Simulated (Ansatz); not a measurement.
Several settings on one geometry of the cluster AuF2⁻ (the lowest singlet isomer of a short search) (that of the charge -1 singlet, PBE-D4/def2-TZVPD). Ansatz on 4 threads of Arm Neoverse V2 on a shared host; times are rough.

```xyz
3

Au    0.000    0.000    0.000
F    -1.181    1.191    1.081
F     1.181   -1.191   -1.081
```

Totals from different functionals, basis sets or treatments of relativity can't be compared as stabilities.

In the def2 sets Au takes a core potential; there is no spin–orbit coupling. LC-ωPBE has ω = 0.4 bohr⁻¹. Correlated methods freeze no core orbitals; core or outer-core shells of Au are correlated, in sets that lack core-valence functions.

Scalar relativity in a set contracted without it gives distorted totals.

Task: Give the basis size and estimate the energy, ⟨S²⟩ and time of these runs.

```tsv
run	method	charge	state	further keys
1	RKS ωB97X-V/def2-mTZVP	-1	singlet	accuracy: high; scf: {omitted_lower_state_checks: [starts]}; forces asked
2	RKS LC-ωPBE/def2-TZVPD	-1	singlet	scf: {omitted_lower_state_checks: [starts]}; forces asked
3	RKS r2SCANh-D4/def2-SVPD	-1	singlet	pseudopotentials: {relativity: scalar}; scf: {lower_state_search: off}; forces asked
4	RHF, rpa/def2-TZVPD	-1	singlet	electrons: all; scf: {omitted_lower_state_checks: [starts]}
```

Result: 
```json
{"run": "1", "functions": "74", "energy (Eh)": "-335.4963", "⟨S²⟩": "–", "wall time": "12 s"}
{"run": "2", "functions": "123", "energy (Eh)": "-335.5345", "⟨S²⟩": "–", "wall time": "0.9 s"}
{"run": "3", "functions": "81", "energy (Eh)": "-335.4810", "⟨S²⟩": "–", "wall time": "1 s"}
{"run": "4", "functions": "123", "energy (Eh)": "-334.9115", "⟨S²⟩": "–", "wall time": "0.95 s"}
```

The highest occupied level of an anion often lies above zero with these methods, and sets without diffuse functions describe the outer electron poorly.
